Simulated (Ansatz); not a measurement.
Energy needed to pull apart BH2SBr (SMILES SBBr), closed shell, into free ground-state atoms, from the structure below (displaced at random from its PBE0-D4/def2-TZVP minimum); no zero-point or spin–orbit terms; open-shell atoms are treated unrestricted, in their ground-state multiplicity.

S1  (-1.302, -0.002, -0.308)
B2  (0.393, -0.210, 0.132)
Br3  (1.053, -1.767, 0.957)
H4  (-1.183, 1.250, -0.839)
H5  (1.223, 0.738, -0.045)
(Å)

Computed with Ansatz 0.2.0 (basis: def2-TZVPP); correlated methods freeze the cores. Filled d shells of the heavier atoms are correlated. The def2 sets are not built for correlating such inner shells, so the correlated values are less sure here.

```tsv
method	atomization energy (kJ/mol)
PBE-D4	1597
r2SCAN-D4	?
PBE0-D4	1571
wB97M-V	1564
HF	1155
MP2	1549
CCSD	?
CCSD(T)	1511
```

**Question.** What does CCSD give? (To be estimated.)

**Answer.** The calculation gives: 1481 kJ/mol, which is about 30 kJ/mol less than CCSD(T)/def2-TZVPP.

**Question.** What does r2SCAN-D4 give? (An estimate is asked for; the value comes from the calculation.)

**Answer.** Computed: 1583 kJ/mol, which is about 72 kJ/mol more than CCSD(T)/def2-TZVPP.

In triple zeta the MP2 and coupled-cluster atomization energies are still short of their basis limit by a few kcal/mol a bond, whereas those of the functionals are nearly converged, so these differences are not deviations from converged CCSD(T).

T1 diagnostic: at most 0.012.

For scale, one of the runs: CCSD(T)/def2-TZVPP forces, 149 basis functions (an equivalent command: `ansatz run in.yaml --threads 2`). The run took 120 s on 2 CPU threads (shared host), with 1.5 GiB of host memory at its peak.
